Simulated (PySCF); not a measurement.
C6H13O (doublet state).
SMILES with atom numbers: `[CH3:1][CH:2][C@H:3]([CH3:4])[CH2:5][O:6][CH3:7]` (hydrogens: H8, H9, H10 on C1; H11 on C2; H12 on C3; H13, H14, H15 on C4; H16, H17 on C5; H18, H19, H20 on C7)

Geometry (GFN2-xTB, Å), atoms numbered from 1 in this order:
```
atom  x, y, z in Å
C1    -1.4538    1.9208    0.1179
C2    -1.4320    0.4781    0.4279
C3    -0.7071   -0.4775   -0.4436
C4    -1.3909   -1.8475   -0.4644
C5     0.7548   -0.6477    0.0313
O6     1.4560    0.5520   -0.1943
C7     2.7846    0.5012    0.2502
H8    -1.8560    2.0980   -0.8833
H9    -0.4345    2.3244    0.1130
H10   -2.0468    2.4758    0.8407
H11   -1.7562    0.1340    1.3954
H12   -0.6556   -0.0726   -1.4596
H13   -1.4023   -2.2787    0.5344
H14   -0.8699   -2.5304   -1.1320
H15   -2.4176   -1.7443   -0.8058
H16    0.7720   -0.9029    1.1026
H17    1.2344   -1.4709   -0.5237
H18    2.8379    0.3354    1.3343
H19    3.2346    1.4624    0.0093
H20    3.3432   -0.2988   -0.2534
```

The hyperfine couplings belong to this conformer and change with its torsions.

Theory: UKS B3LYP, pcH-1 on C H O, non-relativistic, mean-field spin-orbit, GIAO in PySCF 2.14.0. Isolated species at its GFN2-xTB geometry (one conformer only). A GFN2-xTB geometry isn't a minimum of the functional, and hyperfine couplings can be far from their values at a DFT geometry. Stability of the SCF solution: not tested.

Break the g tensor into its mass correction, gauge correction and orbital-Zeeman/spin–orbit terms.

| Δg (ppm) | 1 | 2 | 3 |
| --- | --- | --- | --- |
| relativistic mass correction | -145 | -145 | -145 |
| gauge correction | 3 | 26 | 28 |
| orbital Zeeman/spin–orbit | -41 | 492 | 676 |
| total | -182 | 374 | 559 |

So g = 2.00214, 2.00269, 2.00288 and g_iso = 2.00257; the tensor is rhombic: the two nearest values differ by 25 % of g3 − g1. Axes: g2 points within 15° of the C1–C2 bond.

What are the electron Larmor frequencies g μB B/h along the three axes at 330 mT?

9.2474, 9.2500, 9.2508 GHz for g1, g2 and g3, a range of 3.4 MHz.

At 34.03 GHz, how far is the centre of the isotropic spectrum from where a free electron (g = 2.002319) resonates?

B = hν/(g μB) with μB/h = 13.99624 MHz/mT gives 1214.28 mT for the free electron and 1214.12 mT at g_iso, 0.15 mT lower.

What effective moment and Curie constant follow for a powder?

With the mean of g² = 4.0103 and S(S+1) = 0.75: μ_eff = √(⟨g²⟩S(S+1)) = 1.734 μB and χT = 0.12505·⟨g²⟩·S(S+1) = 0.376 cm³ K/mol (cgs; spin-Hamiltonian part alone).

In a frozen sample, at which fields do the three g values resonate at 9.5, 34, 94 and 263 GHz (hyperfine left aside), and which band first spreads them over more than twice a line width of 0.3 mT?

| band | GHz | B(g3) mT | B(g2) mT | B(g1) mT | spread mT |
| --- | --- | --- | --- | --- | --- |
| X | 9.5 | 338.89 | 338.92 | 339.01 | 0.13 |
| Q | 34.0 | 1212.87 | 1212.98 | 1213.32 | 0.45 |
| W | 94.0 | 3353.22 | 3353.53 | 3354.46 | 1.24 |
| J | 263.0 | 9381.87 | 9382.74 | 9385.35 | 3.48 |

The spread grows in proportion to the frequency. W band is the first where it exceeds 0.6 mT.

Largest spin populations (Mulliken): C2 (+1.03), C1 (-0.09) and C3 (-0.08). C2 is the only atom above +0.15. The positive populations add up to 1.21 and the negative ones to -0.21, together 2S = 1. The angles at C2 add up to 358.7°, so it is planar; its axial dipolar tensor and the negative coupling of its proton fit spin in a p orbital normal to that plane.

The HOMO–LUMO gaps are 6.23 eV among the α and 6.04 eV among the β orbitals.
